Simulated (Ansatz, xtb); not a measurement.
# CHFSn: which of two structures lies lower

Structure I: a triplet given by its coordinates. Structure II: a triplet given by its coordinates. Both are isolated molecules in the gas phase, relaxed with r2SCAN-D4/def2-SVP.

I (Å):

```yaml
atoms:
  - { symbol: C, position_ang: [-2.6202, -1.3681, 0.2007] }
  - { symbol: F, position_ang: [-3.3452, -2.1268, 1.0254] }
  - { symbol: Sn, position_ang: [-2.4010, 0.7875, 0.4405] }
  - { symbol: H, position_ang: [-2.1782, -2.0110, -0.5863] }
```

Close contacts (Å): C1–F2 1.33, C1–Sn3 2.18, C1–H4 1.11.

II (Å):

```yaml
atoms:
  - { symbol: C, position_ang: [-3.1950, -1.9132, 0.1507] }
  - { symbol: F, position_ang: [-2.1357, 0.9298, 0.3662] }
  - { symbol: Sn, position_ang: [-1.3604, -0.8666, 0.5519] }
  - { symbol: H, position_ang: [-3.8241, -2.8072, 0.0172] }
```

Close contacts (Å): C1–Sn3 2.15, F2–Sn3 1.97, C1–H4 1.10.

**Question.** Estimate which is lower in electronic energy at CCSD(T)/def2-TZVPP, and by roughly how much.

**Answer.** The CCSD(T)/def2-TZVPP calculation puts structure II lower, by 0.113 eV.

How the difference moves with the method:

| level | geometry | E(II) − E(I) (eV) | departure from the last row (eV) | job, with rough time for the two |
| --- | --- | --- | --- | --- |
| r2SCAN-D4/def2-SVP | r2SCAN-D4/def2-SVP | +0.170 | +0.284 | optimisation, 2.1 min |
| HF/def2-TZVPP | r2SCAN-D4/def2-SVP | −0.430 | −0.317 | part of the CCSD(T) run |
| MP2/def2-TZVPP | r2SCAN-D4/def2-SVP | −0.165 | −0.052 | part of the CCSD(T) run |
| CCSD(T)/def2-TZVPP | r2SCAN-D4/def2-SVP | −0.113 |  | single point, 4.9 min |

r2SCAN-D4/def2-SVP puts the two in the other order. The largest departure from CCSD(T)/def2-TZVPP is that of HF/def2-TZVPP, 0.317 eV. At CCSD(T)/def2-TZVPP a singlet with the links of I lies below this triplet. Levels run at GFN2-xTB geometries aren't shown. The triplet state of II needn't be its ground state.

With harmonic frequencies from r2SCAN-D4/def2-SVP (ideal gas, rigid rotor, one conformer each, 298.15 K, 1 atm): on the last row, ΔE + ΔZPE = −0.219, ΔH = −0.197, ΔG = −0.242 eV.

Open shells are spin-unrestricted. The correlated steps freeze 6 core orbitals; the filled d shell of Sn is correlated, in a basis made for valence electrons. Atoms past krypton carry core potentials in the def2 sets and no spin–orbit term is included. Codes used: Ansatz 0.2.0; the last row on 1 thread of AMD EPYC 7R43 64-Core Processor (Zen 3) on a shared host.
